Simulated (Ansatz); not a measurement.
4 gas-phase steps of group 14 species, written in SMILES but for small gases and atoms, in each of which the number of molecules stays (small partners taken up: H2O, SiH4, hydrogen halide; given off: H2). Reaction energies in kcal/mol, right side less left side, on B3LYP-D3(BJ)/def2-TZVP stationary points reached from drawn starts (curvature not checked).

```
row                                                   step  PBE/def2-TZVPP  wB97M-V/def2-TZVPP
---  -----------------------------------------------------  --------------  ------------------
1    2 H2O + HCl + 3 SiH4 → 5 H2 + [SiH3]O[SiH](Cl)O[SiH3]           -85.7                   ?
2       H2O + HCl + HF + 2 SiH4 → 4 H2 + F[SiH](Cl)O[SiH3]           -80.1               -89.7
3         H2O + 2 HCl + 2 SiH4 → 4 H2 + [SiH3]O[SiH](Cl)Cl           -69.2               -77.6
4                H2O + HF + 2 SiH4 → 3 H2 + F[SiH2]O[SiH3]           -59.1               -67.2
```

No zero-point or thermal terms. One arrangement of each flexible species, with no search for the lowest.

Codes used: Ansatz (Gaussian basis). No computed number here is a measurement.

The rows were drawn at random from the listed steps of this kind that kept their bonds on relaxing, hold no state known to be excited and show no strong spin contamination (nor T1 past 0.05 where coupled cluster ran); restricted singlets weren't searched for lower solutions, and sets that span under 5 kcal/mol aren't shown. They stand in the order of the third column.

### Question
Fit a straight line y = a + b·x through the complete rows, with x the PBE/def2-TZVPP and y the wB97M-V/def2-TZVPP value, and use it for row 1. How does it compare with the computed value?

### Answer
Means over the 3 complete rows: x -69.47, y -78.17. Σ(x − x̄)(y − ȳ) = 236.48 and Σ(x − x̄)² = 220.61, so b = 1.072 and a = -78.17 − 1.072 × (-69.47) = -3.70 kcal/mol. The residuals have rms 0.20 and median size 0.14 kcal/mol; without the fit y − x has mean -8.70 and median -8.40 kcal/mol. For row 1 the line gives -3.70 + 1.072 × (-85.7) = -95.6 kcal/mol, an extrapolation past the fitted range. The computed wB97M-V/def2-TZVPP value is -99.6 kcal/mol, 4.0 kcal/mol below the line. Taking y = x would miss by 13.9 kcal/mol, so here the line does better. wB97M-V/def2-TZVPP is a functional with errors of its own, not an exact or measured value.

Ansatz is a quantum-chemistry and plane-wave program.
